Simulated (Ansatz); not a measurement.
C$_{6}$H$_{14}$S (`CCCSCCC`) at its PBE0-D4/def2-TZVP geometry, where that method's forces vanish. Total charge 0; spin multiplicity 1.

```xyz
21

C    -0.7549   -0.1965   -3.4614
C     0.0966   -0.1831   -2.2023
C    -0.2843   -1.2993   -1.2455
S     0.7106   -1.4002    0.2551
C     0.1308    0.0601    1.1450
C     0.7527    0.1043    2.5293
C     0.3035    1.3231    3.3175
H    -1.8154   -0.0722   -3.2245
H    -0.6465   -1.1412   -4.0016
H    -0.4705    0.6094   -4.1416
H    -0.0082    0.7831   -1.6995
H     1.1555   -0.2837   -2.4578
H    -0.1553   -2.2714   -1.7308
H    -1.3398   -1.2267   -0.9621
H    -0.9608    0.0149    1.2204
H     0.3940    0.9646    0.5896
H     1.8434    0.1040    2.4332
H     0.4901   -0.8105    3.0699
H     0.5832    2.2495    2.8081
H     0.7576    1.3403    4.3106
H    -0.7823    1.3316    3.4483
```

(1) What forces (eV/Å) does r2SCAN-D4/def2-TZVPP give on these atoms in Ansatz? (Best estimate.)

## Answers

(1) Ansatz gave: 
```
C1  -0.087 -0.001 -0.124
C2   0.117  0.116  0.011
C3  -0.119 -0.106 -0.064
S4   0.161 -0.168  0.063
C5  -0.100  0.139 -0.026
C6   0.102 -0.101  0.071
C7  -0.046  0.124  0.077
H8   0.017 -0.004 -0.003
H9  -0.002  0.013  0.012
H10 -0.008 -0.016  0.011
H11  0.001 -0.005  0.000
H12 -0.003  0.001  0.003
H13 -0.006  0.005 -0.008
H14 -0.013  0.003 -0.004
H15 -0.011  0.007  0.001
H16 -0.002  0.010  0.008
H17 -0.008 -0.004 -0.002
H18  0.004  0.004 -0.007
H19 -0.007 -0.019  0.008
H20 -0.011  0.002 -0.020
H21  0.021  0.000 -0.006
```
